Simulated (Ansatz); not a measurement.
The same ligand exchange along the group B, Al, Ga, In.

Gas-phase electronic energies from Ansatz, PBE0-D4/def2-TZVP geometries. CBS: MP2 limit from def2 TZ/QZ plus the TZ coupled-cluster correction, frozen cores. This one scheme is used for every species. def2 core potentials past Kr. For Ga, In outer-core shells are correlated without core-valence functions, which leaves a few kJ/mol of doubt a bond. Scalar relativity is left out up to krypton. One conformer a species, not always the lowest.

```tsv
reaction	CCSD(T)/def2-SVP (kJ/mol)	MP2/CBS(def2) (kJ/mol)	CCSD(T)/CBS(def2) (kJ/mol)
`CSB(F)F` + `N=C=O` → `O=C=NB(F)F` + CH₃SH	-40	-28	-29
`C[S][Al]([F])[F]` + `N=C=O` → `O=C=[N][Al]([F])[F]` + CH₃SH	-43	-32	-32
`C[S][Ga]([F])[F]` + `N=C=O` → `O=C=[N][Ga]([F])[F]` + CH₃SH	8	22	21
`C[S][In]([F])[F]` + `N=C=O` → `O=C=[N][In]([F])[F]` + CH₃SH	31	42	39
```

Largest T1 diagnostic: 0.018, for `N=C=O`.
